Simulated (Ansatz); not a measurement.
`[CH3][Zr]([NH2])([OH])[F]` and `C[O][Zr]([CH3])([NH2])[OH]` differ in one atom or group.

Ansatz, PBE0-D4/def2-TZVP geometries, multiplicity 1. Each molecule was computed in one conformer, which needn't be the lowest.

Elements past krypton have def2 core potentials.

```
                                                                                  property  `[CH3][Zr]([NH2])([OH])[F]`
                                                        LUMO energy (PBE0/def2-TZVPP) / eV                        -0.29
                                                       HOMO energy (B3LYP/def2-TZVPP) / eV                        -7.03
                                          size of the dipole moment (B3LYP/def2-TZVPP) / D                         2.22
ideal-gas entropy at 298 K and 1 bar (rigid rotor, harmonic PBE0-D4/def2-TZVP) / J/(mol·K)                          396
                                                   HOMO–LUMO gap (ωB97M-V/def2-TZVPP) / eV                        10.25
                                                     LUMO energy (ωB97M-V/def2-TZVPP) / eV                         0.68
```

Q: Give the same properties after the change, and the shifts. (Best estimate.)

A: The calculation gave: 
```json
{"property": "LUMO energy (PBE0/def2-TZVPP) / eV", "`C[O][Zr]([CH3])([NH2])[OH]`": "-0.07", "shift": "0.22"}
{"property": "HOMO energy (B3LYP/def2-TZVPP) / eV", "`C[O][Zr]([CH3])([NH2])[OH]`": "-6.58", "shift": "0.45"}
{"property": "size of the dipole moment (B3LYP/def2-TZVPP) / D", "`C[O][Zr]([CH3])([NH2])[OH]`": "2.12", "shift": "-0.10"}
{"property": "ideal-gas entropy at 298 K and 1 bar (rigid rotor, harmonic PBE0-D4/def2-TZVP) / J/(mol·K)", "`C[O][Zr]([CH3])([NH2])[OH]`": "464", "shift": "68"}
{"property": "HOMO–LUMO gap (ωB97M-V/def2-TZVPP) / eV", "`C[O][Zr]([CH3])([NH2])[OH]`": "9.96", "shift": "-0.29"}
{"property": "LUMO energy (ωB97M-V/def2-TZVPP) / eV", "`C[O][Zr]([CH3])([NH2])[OH]`": "0.81", "shift": "0.13"}
```

With PBE0 the HOMO rises by 0.44 eV and the LUMO rises by 0.22 eV, so the gap narrows by about 0.22 eV. PBE moves the HOMO by 0.43 eV and ωB97M-V by 0.42 eV. The zero-point energy changes by 103.2 kJ/mol with +12 modes. Dipoles are sizes alone; their direction can turn. Modes under 60 cm⁻¹, often nearly free rotors, make the harmonic entropy too high.

B3LYP here is the variant with VWN-RPA as its local correlation; programs differ in this.
